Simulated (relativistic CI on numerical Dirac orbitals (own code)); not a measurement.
Method of calculation: Dirac-Coulomb-Breit CI, orbitals from a KLI potential per configuration, a model potential for QED, valence Slater integrals scaled by 0.9, configuration energies shifted to the measured levels that pair with them (semi-empirical) (own radial code, finite nucleus).

CI space (outside the closed core [Ar]): 3d10 4s, 3d10 4p, 3d10 4d, 3d10 5s, 3d10 5p, 3d10 4f, 3d10 5d, 3d9 4s2, 3d10 6s, 3d10 6p, 3d10 5f, 3d10 5g, 3d10 6d, 3d9 4s 4p, 3d10 7s, 3d10 7p, 3d10 7d, 3d9 4p2, 3d8 4s 4p2, 3d9 4p 4d, 3d8 4s 4d2, 3d9 4p 5s, 3d9 4s 4d, 3d9 4p 4f, 3d9 4d2, 3d8 4s2 4p, 3d8 4s 4f2, 3d9 4s 5s, 3d9 4d 5s, 3d9 4s 5p. Levels of other configurations are missing.

Configurations whose levels could be paired with our table of measured levels were shifted onto them, all but the ground configuration, by the median error of their levels; single terms can still be off by 1,000 to 2,000 cm⁻¹ or more, and rates follow the energies as ν³ (E1, M1) or ν⁵ (E2). The others borrow a shift and can be off by several thousand cm⁻¹ or more. 31 of the 69 excited levels that our extract of the measured tables holds in this range could be paired (the sources list more); they are missed by 41 cm⁻¹ on average and 309 at most, after the shifts were fitted to these levels, and levels without a partner can miss by more.

Outline of the computed level scheme of Kr VIII. Lowest level of each configuration: 3d10 4s 2S_1/2 at 0.0000 eV; 3d10 4p 2P°_1/2 at 17.8341 eV; 3d10 4d 2D_3/2 at 46.3790 eV; 3d10 5s 2S_1/2 at 60.7630 eV; 3d10 5p 2P°_1/2 at 67.7859 eV; 3d10 4f 2F°_7/2 at 69.7684 eV; 3d10 5d 2D_3/2 at 79.4848 eV; 3d9 4s2 2D_5/2 at 81.4760 eV; 3d10 6s 2S_1/2 at 85.8613 eV.

Some strong electric-dipole decays among the lowest 15 levels: 3d10 4d 2D_5/2 → 3d10 4p 2P°_3/2 (2.0e+10 s⁻¹); 3d10 5s 2S_1/2 → 3d10 4p 2P°_3/2 (2.0e+10 s⁻¹); 3d10 4f 2F°_7/2 → 3d10 4d 2D_5/2 (1.9e+10 s⁻¹); 3d10 4d 2D_3/2 → 3d10 4p 2P°_1/2 (1.8e+10 s⁻¹); 3d10 4f 2F°_5/2 → 3d10 4d 2D_3/2 (1.8e+10 s⁻¹); 3d10 5s 2S_1/2 → 3d10 4p 2P°_1/2 (9.8e+09 s⁻¹); 3d10 6s 2S_1/2 → 3d10 4p 2P°_3/2 (9.6e+09 s⁻¹); 3d10 5p 2P°_1/2 → 3d10 4d 2D_3/2 (7.0e+09 s⁻¹).

LS names give the leading component of a level, which can be under half, so a name can repeat, a term be missing and a line seem to break the LS rules.
